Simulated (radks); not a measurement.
The oxygen anion O-, [He] 2s2 2p5, held by a Watson sphere: a shell of charge +1 at radius R that stands for the Madelung well of a crystal (potential energy -1/R inside, -1/r outside, in hartree with lengths in bohr). All-electron calculation, scalar-relativistic Kohn-Sham, LB94 model potential, spin-unpolarised, spherical densities, finite nucleus; Fermi nuclear charge, rms radius of each element as measured or else 0.836 A^(1/3) + 0.57 fm. Program: a radial shooting solver on a logarithmic mesh with Libxc functionals. Response by self-consistent Sternheimer equations with the Hartree and adiabatic LDA kernel, the relativistic mass of each level held fixed and spin-orbit coupling left out. The sphere does not respond.

| R (bohr) | e(1s) (eV) | e(2s) (eV) | e(2p) (eV) | <r> 2p (bohr) | sum of <r^2> (bohr^2) | X-ray form factor at sin(theta)/lambda = 0.2 1/angstrom | alpha (bohr^3) |
|---|---|---|---|---|---|---|---|
| 1.99 | -535.53 | -27.823 | -13.679 | 1.348 | 15.70 | 5.930 | 8.439 |
| 2.14 | -535.25 | -27.316 | -13.224 | 1.361 | 16.01 | 5.905 | 9.039 |
| 2.79 | -533.95 | -25.480 | -11.499 | 1.402 | 17.05 | 5.840 | 11.62 |
| 2.94 | -533.66 | -25.129 | -11.157 | 1.408 | 17.23 | 5.832 | 12.18 |
| 3.09 | -533.38 | -24.799 | -10.835 | 1.414 | 17.39 | 5.826 | 12.73 |
| 3.82 | -532.16 | -23.464 | -9.514 | 1.433 | 17.95 | 5.810 | 15.05 |
